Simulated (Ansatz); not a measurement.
Basis sets compared for Mg3Te3. Charge 0, multiplicity 1. Geometry PBE0-D4/def2-SVP. Ansatz on 4 threads of Arm Neoverse V2 on a shared host; times are rough, and most runs start from earlier orbitals.

```xyz
6

Mg   -0.877    1.161    1.318
Mg    0.762    0.768   -1.638
Mg    0.113   -1.922    0.319
Te   -0.159    2.935   -0.479
Te   -1.164   -1.172    2.485
Te    1.325   -1.769   -2.005
```

In the def2 sets Te takes a core potential; there is no spin–orbit coupling. The structure comes from a short search, and lower isomers may exist.

Binding counts from free atoms (Mg singlet, Te triplet) in the same basis, without a counterpoise term.

| level | functions | energy (Eh) | HOMO (eV) | LUMO (eV) | binding per atom (eV) | wall time |
| --- | --- | --- | --- | --- | --- | --- |
| PBE-D4/def2-SVP | 132 | -1403.9860 | -5.29 | -2.84 | 2.18 | 1.9 s |
| PBE-D4/def2-TZVP | 246 | -1404.2254 | -5.37 | -2.86 | 2.16 | 3.4 s |
| r2SCAN-D4/def2-TZVP (with forces) | 246 | -1404.8553 | -5.61 | -2.56 | 2.23 | 9.5 s |
| PBE0-D4/def2-SVP | 132 | -1404.1043 | -6.26 | -2.25 | 2.16 | 3.6 s |
| PBE0-D4/def2-TZVP | 246 | -1404.3421 | -6.31 | -2.24 | 2.16 | 9 s |

Question: Estimate the rows for PBE-D4/def2-TZVPD, r2SCAN-D4/def2-TZVPD, PBE0-D4/def2-TZVPD.

Answer: 
| level | functions | energy (Eh) | HOMO (eV) | LUMO (eV) | binding per atom (eV) | wall time |
| --- | --- | --- | --- | --- | --- | --- |
| PBE-D4/def2-TZVPD | 282 | -1404.2262 | -5.37 | -2.86 | 2.17 | 6 s |
| r2SCAN-D4/def2-TZVPD | 282 | -1404.8560 | -5.60 | -2.56 | 2.23 | 11 s |
| PBE0-D4/def2-TZVPD | 282 | -1404.3428 | -6.31 | -2.25 | 2.16 | 11 s |
